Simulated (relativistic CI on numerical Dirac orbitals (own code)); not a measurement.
## Radial parameters of W⁵⁵⁺

Method of calculation: Dirac-Coulomb-Breit CI, KLI orbitals optimised for each configuration, model QED, unscaled Slater integrals (own radial code, finite nucleus).

Slater integrals F^k, G^k are unscaled and averaged over j, outside the closed core [Ne]; ζ comes from projecting the Hamiltonian with its Breit term on Σ l·s of the shell.

- 3s2 3p6 3d: ζ(3d) = 249140 cm⁻¹; <r>(3d) = 0.1648, <r^2>(3d) = 0.03137 (bohr units).
- 3s2 3p5 3d2: ζ(3p) = 1.8322e+06, F^2(3d,3d) = 621990, F^4(3d,3d) = 402530, F^2(3p,3d) = 532290, G^1(3p,3d) = 556950, G^3(3p,3d) = 374770, ζ(3d) = 247210 cm⁻¹; <r>(3p) = 0.1854, <r^2>(3p) = 0.03982, <r>(3d) = 0.165, <r^2>(3d) = 0.03145 (bohr units).
- 3s 3p6 3d2: F^2(3d,3d) = 621650, F^4(3d,3d) = 402300, G^2(3s,3d) = 428510, ζ(3d) = 248220 cm⁻¹; <r>(3s) = 0.1884, <r^2>(3s) = 0.0406, <r>(3d) = 0.1651, <r^2>(3d) = 0.03148 (bohr units).

Task: Give the Racah parameters of the d shell in 3s2 3p5 3d2.

Result: B = F²/49 − 5F⁴/441 = 8130 cm⁻¹ and C = 35F⁴/441 = 31946 cm⁻¹.

Averages of the first 10 configurations, taken without configuration mixing, which lowers the lowest level and can move excited configurations by several eV; other configurations of the list can lie among them:

| Configuration | Parity | States | Average energy above the lowest level (eV) |
| --- | --- | --- | --- |
| 3s2 3p6 3d | even | 10 | 47.1 |
| 3s2 3p5 3d2 | odd | 270 | 478.1 |
| 3s 3p6 3d2 | even | 90 | 926.2 |
| 3s2 3p6 4s | even | 2 | 2133.3 |
| 3s2 3p6 4p | odd | 6 | 2304.5 |
| 3s2 3p6 4d | even | 10 | 2481.3 |
| 3s2 3p5 3d 4s | odd | 120 | 2553.3 |
| 3s2 3p6 4f | odd | 14 | 2602.7 |
| 3s2 3p5 3d 4p | even | 360 | 2724.8 |
| 3p6 3d3 | even | 120 | 1817.3 |
